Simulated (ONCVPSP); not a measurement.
# C: excitation energies, all-electron against ONCV

| Property | Result |
| --- | --- |
| Element | C |
| Generator | ONCVPSP 4.0.1 |
| Type | optimised norm-conserving Vanderbilt (ONCV) |
| Functional | PBEsol |
| Relativity | scalar-relativistic |
| Frozen core | [He] |
| Valence charge | 4 |
| Reference configuration | 2s2 2p1.5 (charge +0.5) |
| Partial waves | 2s: rc 1.10 bohr, ncon 4, nbas 8, qcut 6.2 1/bohr, 2 projectors, debl 1 Ha; 2p: rc 2.50 bohr, ncon 4, nbas 8, qcut 6.8 1/bohr, 2 projectors, debl 1.6 Ha |
| Local potential | polynomial inside 0.70 bohr (lpopt 5, dvloc0 1 Ha) |
| Core correction | none |

Energies are relative to the spin-unpolarised reference configuration 2s2 2p1.5; without spin polarisation the order of configurations can differ from experiment.

```tsv
valence configuration	charge	ΔE all-electron (eV)	error AE − PS (meV)
2s2 2p1	+1	6.856	+20
2s1 2p3	0	4.494	+31
```

(1) What are ΔE and the potential's error for 2s2 2p0?

(2) What are ΔE and the potential's error for 2s2 2p2?

Levels in the configuration 2s2 2p0:

```csv
level,all-electron (eV),pseudo (eV)
2s,-40.178,-39.853
```

## Answers

(1) ΔE = 30.875 eV all-electron; the error (AE − PS) is +337 meV.

(2) ΔE = -3.933 eV all-electron; the error (AE − PS) is +8.8 meV.
